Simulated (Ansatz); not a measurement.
Al (SMILES [Al+]), charge +1, singlet; REVPBE/def2-SVP (Ansatz, an electronic-structure program).

The Ansatz input:
Ansatz 0.2 input:
```yaml
crystal:
  periodic: [false, false, false]
  atoms:
    - {symbol: Al, position_ang: [0.00000000, 0.00000000, 0.00000000]}
basis:
  gaussian:
    orbitals: def2-SVP
hamiltonian:
  xc: revpbe
total_charge: 1
```

What the program printed (banner, timings and long lists left out):

```
Functional definition: revPBE
169 factors; their error is unknown
mean field evaluation 1: about -6585.3075 eV, gradient 2.3e0 eV
mean field evaluation 2: about -6585.3279 eV, gradient 7.1e-1 eV
mean field evaluation 4: about -6585.3135 eV, gradient 1.1e-2 eV
mean field evaluation 8: about -6585.3135 eV, gradient 1.2e-6 eV
mean field -6585.31350385 eV, -242.0058075806 hartree, gradient 1.1e-6 eV, S^2 0.000000; 0 other end points of the search recorded, 0 dependent functions left out
reference -6585.31354242 eV, -242.0058089982 hartree; 6, 6 occupied and 12, 12 virtual orbitals, 169 factors
Total energy: -6585.31354242 eV, -242.0058089982 hartree
```
